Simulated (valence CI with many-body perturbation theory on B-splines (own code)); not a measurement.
# E1 line list for Cd³⁴⁺

Calculated by valence CI with perturbative core correlation (CI+MBPT): four valence electrons over a frozen Dirac-Fock core [Ne], radial functions for each j: 11 s, 11 p, 10 d, 8 f, 5 g, 2 h, with the one-electron correlation potential Σ1, the two-electron term Σ2, the three-electron term Σ3, Breit, model QED; selected CI, second order for the rest, scaled by the run's own slope (own B-spline code, finite nucleus).

The last digits are not significant, and no measured levels were compared; by estimate large intervals hold to a few tenths of a per cent, small ones and those within an open d or f shell to about a per cent. Among the levels kept, up to 700 cm⁻¹ of a level comes from second order outside the variational space, and about a tenth of that is noise between levels of different J, which matters for small intervals.

Lines 51 to 100 of 543 in falling wavelength, among levels below 496.83 eV, chosen from the strongest by gf and those to the six lowest levels. Wavelengths and rates use the calculated energies. Electric multipoles are in the length gauge, E1 and E2 with the static RPA response of the core. Weak lines are less certain than strong ones. Lines between different terms over intervals too small for the method are left out, as are lines whose strength nearly cancels. Where a level lies close to another of its J and parity, the split of strength between their lines is uncertain. The highest levels of a list are the least certain.

Levels are named by their leading jj configuration (3d3/2^4 stands for four electrons in 3d with j = 3/2), which in mixed levels can hold well under half, so a name can repeat and another be missing. Letters in brackets count levels of one name in rising energy.

| λ vac (nm) | Upper | Lower | A (s⁻¹) | S (a.u.) with core polarisation | S without |
| --- | --- | --- | --- | --- | --- |
| 10.70 | (3p1/2^2 3p3/2 3d3/2) J=1 | (3s 3p1/2 3p3/2 3d3/2) J=2 [b] | 2.27e+10 | 4.11e-02 | 4.20e-02 |
| 10.60 | (3p1/2 3p3/2^2 3d3/2) J=4 | (3s 3p1/2 3p3/2 3d5/2) J=4 [c] | 9.77e+09 | 5.17e-02 | 5.28e-02 |
| 10.53 | (3p1/2^2 3p3/2 3d5/2) J=4 | (3s 3p1/2 3p3/2 3d5/2) J=4 [b] | 1.53e+10 | 7.96e-02 | 8.13e-02 |
| 10.33 | (3s 3p1/2 3p3/2 3d3/2) J=2 [b] | (3s 3p1/2 3p3/2^2) J=3 | 1.02e+10 | 2.78e-02 | 2.84e-02 |
| 10.28 | (3s 3p1/2 3p3/2^2) J=2 [a] | (3s^2 3p1/2 3p3/2) J=1 | 3.96e+09 | 1.06e-02 | 1.09e-02 |
| 10.26 | (3p1/2 3p3/2^2 3d5/2) J=4 [a] | (3s 3p1/2 3p3/2 3d5/2) J=3 [c] | 7.22e+09 | 3.46e-02 | 3.53e-02 |
| 10.25 | (3p1/2^2 3p3/2 3d5/2) J=4 | (3s 3p1/2 3p3/2 3d5/2) J=4 [a] | 6.24e+09 | 2.99e-02 | 3.05e-02 |
| 10.23 | (3s 3p1/2 3d3/2 3d5/2) J=4 [b] | (3s 3p1/2 3p3/2 3d5/2) J=3 [d] | 1.16e+10 | 5.53e-02 | 5.65e-02 |
| 9.984 | (3p1/2 3p3/2^2 3d5/2) J=4 [b] | (3s 3p1/2 3p3/2 3d5/2) J=3 [d] | 1.01e+10 | 4.45e-02 | 4.55e-02 |
| 9.973 | (3s 3p1/2 3p3/2^2) J=3 | (3s^2 3p1/2 3p3/2) J=2 | 1.38e+09 | 4.73e-03 | 4.85e-03 |
| 9.835 | (3s^2 3p3/2 3d3/2) J=1 | (3s^2 3p3/2^2) J=0 | 1.28e+09 | 1.81e-03 | 1.85e-03 |
| 9.785 | (3s^2 3p3/2 3d5/2) J=2 [a] | (3s^2 3p3/2^2) J=2 | 3.64e+09 | 8.42e-03 | 8.64e-03 |
| 9.748 | (3s 3p1/2^2 3d3/2) J=1 | (3s 3p1/2^2 3p3/2) J=2 | 1.25e+09 | 1.71e-03 | 1.74e-03 |
| 9.744 | (3s 3p3/2^2 3d5/2) J=5 | (3s^2 3p3/2 3d5/2) J=4 | 3.74e+10 | 1.88e-01 | 1.92e-01 |
| 9.657 | (3s 3p1/2 3d3/2 3d5/2) J=3 [f] | (3s 3p1/2 3p3/2 3d5/2) J=2 [e] | 1.09e+10 | 3.40e-02 | 3.46e-02 |
| 9.560 | (3s 3p1/2^2 3d3/2) J=2 | (3s 3p1/2^2 3p3/2) J=2 | 2.78e+09 | 6.00e-03 | 6.12e-03 |
| 9.544 | (3s 3p1/2 3d5/2^2) J=5 | (3s 3p1/2 3p3/2 3d5/2) J=4 [c] | 1.28e+10 | 6.02e-02 | 6.14e-02 |
| 9.457 | (3s 3p1/2 3p3/2 3d5/2) J=3 [d] | (3s^2 3p1/2 3d5/2) J=2 | 1.66e+10 | 4.84e-02 | 4.95e-02 |
| 9.444 | (3s 3p1/2 3d3/2 3d5/2) J=4 [d] | (3s 3p1/2 3p3/2 3d5/2) J=3 [e] | 8.80e+09 | 3.29e-02 | 3.36e-02 |
| 9.391 | (3p1/2 3p3/2^2 3d5/2) J=4 [b] | (3s 3p1/2 3p3/2 3d5/2) J=4 [c] | 1.54e+10 | 5.65e-02 | 5.77e-02 |
| 9.318 | (3p1/2 3p3/2^2 3d5/2) J=4 [a] | (3s 3p1/2 3p3/2 3d5/2) J=3 [b] | 1.04e+10 | 3.74e-02 | 3.82e-02 |
| 9.302 | (3s 3p1/2 3d3/2^2) J=3 [b] | (3s 3p1/2 3p3/2 3d3/2) J=2 [b] | 1.36e+10 | 3.79e-02 | 3.87e-02 |
| 9.282 | (3p1/2 3p3/2^2 3d3/2) J=4 | (3s 3p1/2 3p3/2 3d5/2) J=5 | 8.66e+09 | 3.08e-02 | 3.15e-02 |
| 9.277 | (3p1/2 3p3/2^2 3d5/2) J=3 [b] | (3s 3p1/2 3p3/2 3d5/2) J=2 [d] | 3.55e+10 | 9.80e-02 | 1.00e-01 |
| 9.230 | (3s 3p1/2 3d3/2 3d5/2) J=3 [e] | (3s 3p1/2 3p3/2 3d5/2) J=3 [c] | 3.14e+10 | 8.54e-02 | 8.72e-02 |
| 9.170 | (3s 3p3/2 3d5/2^2) J=4 | (3s 3p3/2^2 3d3/2) J=4 | 2.00e+10 | 6.85e-02 | 7.00e-02 |
| 9.108 | (3s 3p3/2 3d3/2 3d5/2) J=3 [a] | (3s 3p1/2 3p3/2 3d5/2) J=2 [d] | 8.88e+09 | 2.32e-02 | 2.36e-02 |
| 9.095 | (3p1/2^2 3p3/2 3d3/2) J=3 | (3s 3p1/2^2 3d5/2) J=3 | 9.99e+09 | 2.60e-02 | 2.65e-02 |
| 9.089 | (3p1/2 3p3/2^2 3d3/2) J=2 [c] | (3s 3p1/2 3p3/2 3d5/2) J=1 [b] | 2.60e+10 | 4.82e-02 | 4.92e-02 |
| 9.080 | (3s 3p1/2 3d3/2^2) J=3 [a] | (3s 3p1/2 3p3/2 3d3/2) J=2 [a] | 2.71e+10 | 7.01e-02 | 7.15e-02 |
| 9.073 | (3p1/2 3p3/2^2 3d5/2) J=2 [b] | (3s 3p1/2 3p3/2 3d5/2) J=1 [c] | 5.45e+10 | 1.01e-01 | 1.03e-01 |
| 9.066 | (3s 3p3/2 3d3/2 3d5/2) J=3 [e] | (3s 3p3/2^2 3d3/2) J=4 | 1.77e+10 | 4.57e-02 | 4.67e-02 |
| 9.047 | (3p1/2 3p3/2^2 3d5/2) J=2 [c] | (3s 3p3/2^2 3d3/2) J=1 [b] | 3.41e+10 | 6.24e-02 | 6.37e-02 |
| 9.040 | (3s 3p3/2^2 3d3/2) J=2 [b] | (3s^2 3p3/2 3d5/2) J=2 [b] | 1.29e+10 | 2.35e-02 | 2.40e-02 |
| 9.011 | (3s 3p1/2 3d3/2 3d5/2) J=3 [e] | (3s 3p1/2 3p3/2 3d5/2) J=4 [c] | 2.36e+10 | 5.98e-02 | 6.11e-02 |
| 8.997 | (3s^2 3d5/2^2) J=4 | (3s^2 3p3/2 3d5/2) J=3 | 1.07e+10 | 3.47e-02 | 3.54e-02 |
| 8.990 | (3s 3p1/2 3d5/2^2) J=1 [a] | (3s 3p1/2 3p3/2 3d3/2) J=0 [b] | 3.45e+10 | 3.71e-02 | 3.79e-02 |
| 8.982 | (3s 3p1/2 3d3/2 3d5/2) J=3 [f] | (3s 3p1/2 3p3/2 3d3/2) J=2 [e] | 8.97e+10 | 2.24e-01 | 2.29e-01 |
| 8.975 | (3s 3p3/2 3d3/2 3d5/2) J=2 [a] | (3s 3p3/2^2 3d3/2) J=1 [b] | 1.49e+10 | 2.66e-02 | 2.72e-02 |
| 8.971 | (3p1/2 3p3/2^2 3d5/2) J=2 [c] | (3s 3p3/2^2 3d3/2) J=2 [a] | 1.38e+10 | 2.47e-02 | 2.52e-02 |
| 8.971 | (3s 3p1/2 3p3/2 3d5/2) J=4 [d] | (3s^2 3p1/2 3d5/2) J=3 | 8.58e+10 | 2.75e-01 | 2.81e-01 |
| 8.970 | (3s^2 3p3/2 3d3/2) J=1 | (3s^2 3p3/2^2) J=2 | 4.67e+09 | 4.99e-03 | 5.11e-03 |
| 8.958 | (3s 3p1/2 3d5/2^2) J=4 | (3s 3p1/2 3p3/2 3d5/2) J=3 [e] | 6.39e+10 | 2.04e-01 | 2.08e-01 |
| 8.949 | (3s 3p3/2^2 3d3/2) J=3 [b] | (3s^2 3p3/2 3d5/2) J=2 [b] | 1.37e+10 | 3.40e-02 | 3.47e-02 |
| 8.943 | (3s^2 3p3/2 3d3/2) J=2 | (3s^2 3p3/2^2) J=2 | 2.06e+09 | 3.64e-03 | 3.73e-03 |
| 8.940 | (3s 3p1/2 3p3/2^2) J=1 [a] | (3s^2 3p1/2 3p3/2) J=2 | 1.04e+09 | 1.10e-03 | 1.13e-03 |
| 8.928 | (3s 3p3/2^2 3d3/2) J=2 [b] | (3s^2 3p3/2 3d5/2) J=1 | 2.42e+10 | 4.25e-02 | 4.34e-02 |
| 8.914 | (3s 3p1/2 3d3/2^2) J=3 [b] | (3s 3p1/2 3p3/2 3d3/2) J=2 [a] | 1.29e+10 | 3.16e-02 | 3.23e-02 |
| 8.896 | (3s 3p1/2 3d3/2 3d5/2) J=3 [d] | (3s 3p1/2 3p3/2 3d3/2) J=3 [b] | 1.69e+10 | 4.10e-02 | 4.19e-02 |
| 8.894 | (3s 3p3/2 3d3/2 3d5/2) J=3 [c] | (3s 3p1/2 3p3/2 3d5/2) J=2 [e] | 5.99e+10 | 1.45e-01 | 1.49e-01 |
